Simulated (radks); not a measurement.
Results of a calculation; reference values are marked as such.
Q: Ionisation of Ne, [Ne], to Ne+, [He] 2s2 2p5, under several functionals. Non-relativistic Kohn-Sham, spin-unpolarised, spherical densities, point nucleus; a radial shooting solver on a logarithmic mesh with Libxc functionals. Known Delta-SCF values: XLYP 22.566 eV; Wu-Cohen GGA 22.479 eV. What does B86b exchange with PBE correlation give, and what is its highest occupied eigenvalue?

A: 22.534 eV by Delta-SCF; the 2p eigenvalue is -13.383 eV. NIST: 21.565 eV (measured).

Beside tabulated values, note that spin-unpolarised runs miss the spin-polarisation part of the exchange energy of open shells.
